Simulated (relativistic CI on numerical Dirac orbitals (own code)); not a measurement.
Sensitivity of the levels of Pb⁷⁺ to α and to the nuclear radius

These numbers are calculated, not measured: Dirac-Coulomb-Breit CI, KLI orbitals optimised for each configuration, derivatives by finite differences, unscaled Slater integrals, QED left out (own radial code, finite nucleus).

Configuration list (outside the closed core [Kr] 4d10 4f14): 5s2 5p6 5d7, 5s2 5p6 5d6 6s, 5s2 5p6 5d6 5f, 5s2 5p6 5d5 6s2, 5s2 5p5 5d8, 5s2 5p6 5d6 6d, 5s2 5p4 5d9, 5s 5p6 5d8. Levels of other configurations are missing.

With x = (α/α₀)² − 1 an excitation energy changes as ω = ω₀ + qx; K = 2q/ω₀ is the relative enhancement. Terms are leading LS components, so labels can repeat. The field-shift factor is F = δν/δ⟨r²⟩ for the transition from the lowest level.

Lowest level 5s2 5p6 5d7 4F_9/2.

| Level | ω₀ (cm⁻¹) | q (cm⁻¹) | K | F (GHz/fm²) |
| --- | --- | --- | --- | --- |
| 5s2 5p6 5d7 2P_3/2 | 13656.8 | -1269 | -0.186 | 0.857 |
| 5s2 5p6 5d7 2D_5/2 | 17203.2 | 4730 | 0.55 | 1.6 |
| 5s2 5p6 5d7 4F_7/2 | 19586.0 | 21370 | 2.18 | 2.23 |
| 5s2 5p6 5d7 4F_3/2 | 29321.8 | 22120 | 1.51 | 3.4 |
| 5s2 5p6 5d7 4P_5/2 | 31267.1 | 22010 | 1.41 | 3.97 |
| 5s2 5p6 5d7 2G_9/2 | 32550.9 | 18310 | 1.13 | 2.31 |
| 5s2 5p6 5d7 4P_1/2 | 35296.6 | 20200 | 1.14 | 3.32 |
| 5s2 5p6 5d7 2H_11/2 | 42912.5 | 19820 | 0.924 | 2.34 |
| 5s2 5p6 5d7 2G_7/2 | 44304.6 | 23980 | 1.08 | 3.94 |
| 5s2 5p6 5d7 2D_5/2 | 52242.7 | 38030 | 1.46 | 5.45 |
| 5s2 5p6 5d7 4P_3/2 | 52578.2 | 40510 | 1.54 | 5.71 |
| 5s2 5p6 5d7 2F_5/2 | 55312.9 | 16830 | 0.609 | 4.67 |
| 5s2 5p6 5d7 2P_1/2 | 59805.3 | 42690 | 1.43 | 5.16 |
| 5s2 5p6 5d7 2H_9/2 | 63240.6 | 41610 | 1.32 | 4.99 |
| 5s2 5p6 5d7 2D_3/2 | 69595.0 | 31080 | 0.893 | 6.55 |
| 5s2 5p6 5d7 2F_7/2 | 69965.6 | 36430 | 1.04 | 6.14 |
| 5s2 5p6 5d7 2D_3/2 | 91435.7 | 51970 | 1.14 | 6.69 |
| 5s2 5p6 5d7 2D_5/2 | 96126.5 | 39560 | 0.823 | 7.55 |
| 5s2 5p6 5d6 6s 6D_9/2 | 196835.4 | -104800 | -1.07 | 221 |
| 5s2 5p6 5d6 6s 6D_7/2 | 208008.5 | -94790 | -0.911 | 220 |
| 5s2 5p6 5d6 6s 6D_5/2 | 208469.2 | -101000 | -0.969 | 220 |
| 5s2 5p6 5d6 6s 6D_3/2 | 213756.0 | -94050 | -0.88 | 220 |
| 5s2 5p6 5d6 6s 6D_1/2 | 217149.2 | -88580 | -0.816 | 223 |

At this charge configurations can still be misplaced by up to about 7 % of their energy. Terms inside the open d or f shell come out 10 to 20 % too wide with unscaled integrals. Levels and lines within the n = 5 or 6 shells can be off by up to 10 % or somewhat more, and those that change n by about 2 %, since core polarisation is missing.
